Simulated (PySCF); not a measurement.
# What a mistake does to a calculation on BCGeH5N cation

Calculated results; nothing here was measured. They come from PySCF 2.14.0, an open-source quantum chemistry program, on an isolated molecule that a program drew, which may never have been made. The molecule is BCGeH5N cation (charge +1, singlet), drawn as the SMILES string `NB=[CH][GeH2+]`.

Each row is a Hartree-Fock (HF) and frozen-core CCSD(T) single point in the cc-pVDZ basis, meant for a local HF minimum. Run 1 is clean. Each other run has one planted mistake out of seven kinds, and not every kind appears here: one electron removed, one electron added, multiplicity raised by two, geometry at a saddle point, minimal basis STO-3G, one bond length entered in bohr, all coordinates scaled. The reference is restricted for singlets and unrestricted otherwise, and also for a bond in bohr. Adding or removing an electron swaps singlet and doublet. Electrons count all cores. HOMO and LUMO are orbital energies over both spins, the gradient is its largest component, and the lowest frequency (negative if imaginary) is given only where the gradient is small. Bond lengths are over the 8 bonds as drawn. T1 is the CCSD diagnostic: over 0.02 (restricted) or 0.045 (unrestricted) a single reference is doubtful. Germanium has the cc-pVDZ-PP basis, with a core potential (ECP10MDF) in place of its 10 inner electrons, and its 3s, 3p and 3d shells are frozen in CCSD(T).

Geometry of the clean run:
```xyz
9
BCGeH5N cation, angstrom
N    -1.1609   -0.4741    1.1796
B    -0.0357    0.2375    1.0465
C     1.1767    0.9813    0.8812
Ge    2.3879    0.5533   -0.3936
H    -1.2361   -1.2618    1.7986
H    -2.0160   -0.2320    0.7110
H     1.3853    1.8248    1.5307
H     2.1526   -0.6121   -1.3289
H     3.6654    1.3393   -0.5658
```

```
run,electrons,basis functions,<S^2>,HOMO (eV),LUMO (eV),gradient (hartree/bohr),lowest frequency (cm^-1),mean bond (Å),longest bond (Å),T1,HF (hartree),CCSD(T) (hartree),mistake
1,54,90,0.000,-14.68,-4.13,2.6e-05,122,1.3370,1.810,0.0149,-413.06502,-413.57119,no fault
2,54,90,0.889,-13.58,-4.74,3.0e-02,-,1.4963,2.706,0.0984,-412.85863,-413.37192,one bond length entered in bohr
3,54,90,0.000,-14.90,-4.07,2.0e-02,-,1.3076,1.770,0.0139,-413.05994,-413.56100,?
4,54,90,0.000,-14.16,-3.71,4.6e-05,-491,1.3377,1.795,0.0173,-413.04889,-413.55392,?
```

**Which mistake was planted in run 3, and what did it cost?**

The mean and the longest bond both change by the same factor, 0.978, and the gradient is no longer small. So the mistake is: all coordinates scaled. Subtracting run 1 and multiplying by 627.51 kcal/mol a hartree, the energy moved by 3.2 kcal/mol in HF and 6.4 kcal/mol in CCSD(T).

**Which mistake was planted in run 4, and what did it cost?**

The gradient is small, so the point is stationary, but the lowest frequency is imaginary (-491 cm^-1). So the mistake is: geometry at a saddle point. Subtracting run 1 and multiplying by 627.51 kcal/mol a hartree, the energy moved by 10.1 kcal/mol in HF and 10.8 kcal/mol in CCSD(T).

Cautions from the logs. Run 2: T1 is over the limit, so its CCSD(T) energy is less reliable.
